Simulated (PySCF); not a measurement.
# `N#C[C@H]1CO[C@@H](F)OC1`, C5H6FNO2

Geometry:
```json
{"atom": "N1", "x (Å)": "3.295", "y (Å)": "0.274", "z (Å)": "-0.459"}
{"atom": "C2", "x (Å)": "2.250", "y (Å)": "0.200", "z (Å)": "-0.004"}
{"atom": "C3", "x (Å)": "0.925", "y (Å)": "0.105", "z (Å)": "0.557"}
{"atom": "C4", "x (Å)": "0.021", "y (Å)": "1.239", "z (Å)": "0.043"}
{"atom": "O5", "x (Å)": "-1.300", "y (Å)": "1.062", "z (Å)": "0.543"}
{"atom": "C6", "x (Å)": "-1.826", "y (Å)": "-0.161", "z (Å)": "0.251"}
{"atom": "F7", "x (Å)": "-2.026", "y (Å)": "-0.246", "z (Å)": "-1.123"}
{"atom": "O8", "x (Å)": "-1.090", "y (Å)": "-1.234", "z (Å)": "0.656"}
{"atom": "C9", "x (Å)": "0.245", "y (Å)": "-1.217", "z (Å)": "0.162"}
{"atom": "H10", "x (Å)": "0.991", "y (Å)": "0.165", "z (Å)": "1.650"}
{"atom": "H11", "x (Å)": "0.007", "y (Å)": "1.244", "z (Å)": "-1.054"}
{"atom": "H12", "x (Å)": "0.344", "y (Å)": "2.215", "z (Å)": "0.407"}
{"atom": "H13", "x (Å)": "-2.816", "y (Å)": "-0.228", "z (Å)": "0.720"}
{"atom": "H14", "x (Å)": "0.241", "y (Å)": "-1.329", "z (Å)": "-0.930"}
{"atom": "H15", "x (Å)": "0.736", "y (Å)": "-2.080", "z (Å)": "0.615"}
```

Method: GIAO KT2/STO-3G magnetisability, rotational g tensor and spin-rotation constants, non-relativistic, gas phase in PySCF 2.14.0. Geometry: GFN2-xTB.

(1) Give the nuclear spin-rotation constants along the inertial axes (H = +C I·J) beside the isotropic shieldings.

Results:

(1) Rotational constants 3.5896, 1.1286, 1.0295 GHz. A star marks the isotopologue with that one atom substituted, in its own axes.
```tsv
atom	isotope	Caa (kHz)	Cbb (kHz)	Ccc (kHz)	mean (kHz)	σ (ppm)
N1	14N	0.128	0.166	0.129	0.141	88.0
F7	19F	2.272	0.327	0.656	1.085	373.9
H10	1H	-0.402	-0.124	0.016	-0.170	30.7
H11	1H	-0.407	-0.122	0.029	-0.167	30.3
H12	1H	-0.335	-0.003	-0.098	-0.145	30.1
H13	1H	0.096	-0.127	-0.083	-0.038	28.6
H14	1H	-0.406	-0.122	0.029	-0.167	30.3
H15	1H	-0.336	-0.003	-0.098	-0.145	30.1
C2	13C*	0.131	0.273	0.207	0.204	152.8
C3	13C*	0.313	0.087	0.058	0.153	208.9
C4	13C*	0.314	0.158	0.131	0.201	179.5
O5	17O*	-0.291	-0.053	0.001	-0.114	338.1
C6	13C*	0.769	0.183	0.148	0.367	141.9
```
For the geometry as given, no vibrational averaging.
